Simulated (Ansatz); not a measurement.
`CNB(Cl)Cl` + H₂Se → `ClB(Cl)[SeH]` + CH₃NH₂ at 298.15 K and 1 bar (ligand exchange at a B–N bond).

Gas-phase electronic energies from Ansatz, PBE0-D4/def2-TZVP geometries. CCSD(T)/CBS is the MP2 limit (def2-TZVPP, def2-QZVPP) plus CCSD(T) − MP2 in def2-TZVPP, frozen cores. For Se outer-core shells are correlated without core-valence functions, which leaves a few kJ/mol of doubt a bond. Scalar relativity is left out up to krypton. Each species was taken in one conformer, which may not be the lowest.

```
       species  CCSD(T)/CBS energy (Eh)  H − E (kJ/mol)  S (J/(mol·K))
   `CNB(Cl)Cl`              -1039.64309           182.8          335.0
          H₂Se              -2401.89790            45.8          219.1
`ClB(Cl)[SeH]`              -3345.76079            55.6          324.0
        CH₃NH₂                -95.75281           180.0          240.4
```

H − E and S are ideal-gas, rigid-rotor, harmonic terms from PBE0-D4/def2-TZVP, for one conformer and one mirror image of each species. 1 Eh = 2625.50 kJ/mol, R = 8.31446 J/(mol·K).

By hand: ΔE, ΔH, ΔS and ΔG.

ΔE = (-3345.76079) + (-95.75281) − (-1039.64309) − (-2401.89790) = 0.02739 Eh = 71.9 kJ/mol. Δ(H − E) = 55.6 + 180.0 − 182.8 − 45.8 = 7.0, so ΔH = 78.9 kJ/mol. ΔS = 324.0 + 240.4 − 335.0 − 219.1 = 10.3 J/(mol·K). ΔG = 78.9 − 298.15 × (10.3)/1000 = 75.8 kJ/mol.

By hand: the equilibrium constant, and the temperature at which ΔG would vanish if ΔH and ΔS stayed fixed.

log₁₀ K = −ΔG/(RT ln 10) = -13.3. ΔG = 0 at ΔH/ΔS = 7660 K, far beyond where these terms or the molecules hold.

The number of gas molecules stays the same, so ΔS is small and ΔH decides. A doubt of 5 kJ/mol in ΔE shifts log₁₀ K by 0.9 here. Other conformers and mirror images would add mixing entropy, several J/(mol·K) or more a flexible species. These are equilibria of isolated gas molecules and say nothing of rates. Largest T1 diagnostic: 0.011 (customary marks: 0.02 for closed shells, 0.045 for open ones).
